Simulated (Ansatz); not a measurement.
`C[S][Mg][O][SiH3]` + `[SiH3]N[SiH3]` → `[SiH3][O][Mg][N]([SiH3])[SiH3]` + CH₃SH  (ligand exchange at a Mg–S bond)

Program: Ansatz. Geometries: PBE0-D4/def2-TZVP. ΔE: electronic, gas phase. CCSD(T)/CBS adds triple-zeta CCSD(T) − MP2 to the extrapolated MP2 energy (def2 sets, frozen cores). This one scheme is used for every species. DFT in def2-TZVPP. HSE06 is defined as in plane-wave codes. For Mg outer-core shells are correlated without core-valence functions, which leaves a few kJ/mol of doubt a bond. One conformer a species, not always the lowest.

CCSD(T)/CBS gives +12.7 kJ/mol.

Problem. Another level gave +20.2 kJ/mol. Which?
A. revPBE-D4/def2-TZVPP
B. SCS-MP2/def2-TZVPP
C. RPA@PBE/def2-TZVPP
D. HSE06/def2-TZVPP

Solution. A. revPBE-D4 20.2, SCS-MP2/def2-TZVPP 14.2, HSE06 26.6, RPA@PBE/def2-TZVPP 9.3 kJ/mol.

Largest T1 diagnostic among the species: 0.011.

In def2-TZVPP, CCSD(T) changes the Hartree–Fock value by −15.2 kJ/mol (the triples alone add −1.6 kJ/mol) and MP2 by −14.7 kJ/mol. Leaving LDA and LC-ωPBE aside and taking each functional with its dispersion term where it has one, the values, not all of them listed here, spread over 4.5 kJ/mol, from r2SCAN-D4 to HSE06-D4. LDA lies −3.0 kJ/mol from PBE without D4.
